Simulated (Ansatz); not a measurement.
Two structures of AlH2BrF2, closed shell, reached by relaxing down either side of one saddle point (PBE0-D4/def2-TZVP). Energies are electronic, without zero-point energy. Program: Ansatz 0.2.0. Basis: def2-TZVPP and def2-QZVPP. Cores are frozen in the correlated methods. Filled d shells of the heavier atoms are correlated. The def2 sets are not built for correlating such inner shells, so the correlated values are less sure here. Extrapolation: Hartree–Fock as exp(−7.88 √X), correlation as X^−2.97. First:

Al1  (-0.334, 0.782, 0.014)
H2  (0.179, 1.664, -1.173)
F3  (-0.101, 1.278, 1.569)
F4  (-1.535, -0.332, -0.244)
H5  (0.328, -2.113, -0.198)
Br6  (1.464, -1.280, 0.033)
(Å)

Second:

Al1  (-0.322, -0.026, 0.574)
H2  (0.646, 0.679, -1.258)
F3  (0.345, 1.368, 1.115)
F4  (-1.833, 0.016, -0.052)
H5  (0.546, -0.050, -1.438)
Br6  (0.617, -1.987, 1.059)
(Å)

Which bonds change from the first to the second?

AlHF₂ ([F][AlH][F]) + HBr → AlBrF₂ ([F][Al]([F])[Br]) + H₂; bonds formed: H2–H5; dative contacts that become bonds: Al1–Br6; bonds broken: Al1–H2, H5–Br6.

Give the saddle point's structure and its height above each. (Judge from chemistry; the value comes from the calculation.)

The calculation gives: 43.9 kJ/mol above the first and 154.5 kJ/mol above the second (CCSD(T) at an estimated basis limit (MP2 extrapolated from triple and quadruple zeta, plus CCSD(T) − MP2 in triple zeta)).
```tsv
atom	x (Å)	y (Å)	z (Å)
Al1	-0.3800	0.4725	0.1781
H2	0.4268	0.4575	-1.2388
F3	0.2281	1.4522	1.3427
F4	-1.9834	0.1432	0.0974
H5	0.8700	-0.7421	-0.7650
Br6	0.8386	-1.7835	0.3855
```

T1 diagnostic: at most 0.011.

Labels in which every atom is bracketed show which atoms are joined, not bond orders.

For scale, one of the runs: CCSD(T)/def2-TZVPP, 180 basis functions (an equivalent command: `ansatz run in.yaml --threads 4`). Hardware: 4 CPU threads, shared host. Wall time 46 s; peak host memory 1.8 GiB.
